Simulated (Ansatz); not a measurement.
C7H14 can be A, `CC/C=C(/C)CC`, or B, `CCC1CCCC1`.

Calculated with Ansatz (gas phase, PBE0-D4/def2-TZVP geometries, no zero-point term in ΔE). CCSD(T)/CBS is the MP2 limit (def2-TZVPP, def2-QZVPP) plus CCSD(T) − MP2 in def2-TZVPP, frozen cores. DFT in def2-TZVPP. One conformer a species, not always the lowest.

A:

Z-matrix (Å, degrees):
```
C
C 1 1.525
H 1 1.093 2 111.4
H 1 1.093 2 110.8 3 120.5
H 1 1.093 2 111.0 3 -120.1
C 2 1.493 1 112.3 3 177.0
H 2 1.097 1 108.8 3 56.5
H 2 1.092 1 109.8 3 -59.0
C 6 1.333 2 127.9 1 118.5
H 6 1.090 2 114.8 1 -60.7
C 9 1.498 6 120.9 2 180.0
C 9 1.503 6 123.8 2 1.2
H 11 1.091 9 111.7 6 -2.1
H 11 1.095 9 111.3 6 -122.9
H 11 1.096 9 110.8 6 118.8
C 12 1.526 9 112.7 6 96.8
H 12 1.096 9 108.7 6 -142.1
H 12 1.092 9 110.7 6 -25.9
H 16 1.093 12 111.2 9 177.3
H 16 1.093 12 111.5 9 57.2
H 16 1.092 12 110.7 9 -62.5
```

B:

Z-matrix (Å, degrees):
```
C
C 1 1.520
H 1 1.094 2 111.0
H 1 1.093 2 111.5 3 119.9
H 1 1.092 2 111.4 3 -120.0
C 2 1.518 1 113.8 3 -58.1
H 2 1.096 1 109.4 3 64.1
H 2 1.097 1 109.7 3 -179.9
C 6 1.525 2 114.4 1 178.4
C 6 1.529 2 115.0 1 -63.8
H 6 1.100 2 108.5 1 57.7
C 9 1.528 6 104.2 2 166.5
H 9 1.093 6 113.1 2 -70.2
H 9 1.097 6 108.7 2 48.7
C 10 1.537 6 105.3 2 -161.1
H 10 1.097 6 108.5 2 -43.0
H 10 1.092 6 113.2 2 75.5
H 12 1.093 9 109.7 6 87.8
H 12 1.092 9 112.5 6 -153.6
H 15 1.092 10 111.2 6 139.6
H 15 1.092 10 111.0 6 -102.1
```

Which is lower in electronic energy at CCSD(T)/CBS, and by how much? (An estimate is asked.)

The calculation gave: B, by 53.8 kJ/mol.

Give E(B) − E(A) in kJ/mol with CCSD(T)/def2-TZVPP, HF/def2-TZVPP, CCSD/def2-TZVPP, PBE0-D4, ωB97M-V, LDA (SPW92), BLYP-D4. (Best estimate.)

Ansatz gave: CCSD(T)/def2-TZVPP -54.7, HF/def2-TZVPP -41.1, CCSD/def2-TZVPP -56.5, PBE0-D4 -61.9, ωB97M-V -57.2, LDA (SPW92) -71.3, BLYP-D4 -25.6. None reverses the order clearly.

Largest T1 diagnostic: 0.009.

Leaving LDA and LC-ωPBE aside and taking each functional with its dispersion term where it has one, the values, not all of them listed here, spread over 43.8 kJ/mol, from PBE-QIDH to BLYP-D4. LDA lies −24.9 kJ/mol from PBE without D4. From r2SCAN to r2SCAN0 (25 % exact exchange), in def2-TZVPP and without D4, E(B) − E(A) moves by −9.8 kJ/mol.
